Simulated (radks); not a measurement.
Results of a calculation; reference values are marked as such.
Spherical quantum dot in the effective-mass picture: electrons in a parabolic well V = omega^2 r^2 / 2 with omega = 1.01, with a point charge +2 (a donor) at the centre, all in effective atomic units (hartree* = m*/eps^2 hartree, bohr* = eps/m* bohr), one dielectric constant everywhere. Level of theory: non-relativistic Kohn-Sham, LDA (Slater exchange, Perdew-Wang correlation), spin-polarised, spherical densities (a radial shooting solver with Libxc functionals). Levels are named by radial order and angular momentum (1s, 1p, 1d, 2s, ...), and open shells are averaged over m. Results are scaled to m* = 0.477 and eps = 4.2, for which hartree* = 735.8 meV and bohr* = 0.4659 nm.

N = 9, configuration 1s2 1p6 2s(up 1, down 0). This is the lowest configuration that the search found. Occupied and some empty levels:

level,occupation,eigenvalue (meV),<r> (nm)
1s up,1,3194.8,0.4075
1s down,1,3232.3,0.4154
1p up,3,4170.4,0.7785
1p down,3,4186.9,0.7767
2s up,1,4396.6,0.8142
2s down,0,4430.5,0.8137
1d up,0,4765.3,0.9347
1d down,0,4784.5,0.9339
1f up,0,5363.6,1.050
2p up,0,5367.4,0.9389
2p down,0,5383.0,0.9429
1f down,0,5383.6,1.051
1g up,0,5982.9,1.148
1g down,0,6001.9,1.150

Energy (meV): total 19080.1, kinetic 7962.6, external -3480.1, Hartree 17811, exchange-correlation -3213.8.

Electron density:

r (nm),n(r) (e/nm^3)
0.0306,36.35
0.107,19.26
0.184,10.74
0.261,6.491
0.338,4.377
0.415,3.311
0.492,2.733
0.568,2.354
0.645,2.031
0.722,1.709
0.799,1.381
0.876,1.058
0.952,0.7662
1.03,0.5221
1.11,0.3342
1.18,0.2008
1.26,0.1131
1.34,0.05974
1.41,0.02961
1.49,0.01383
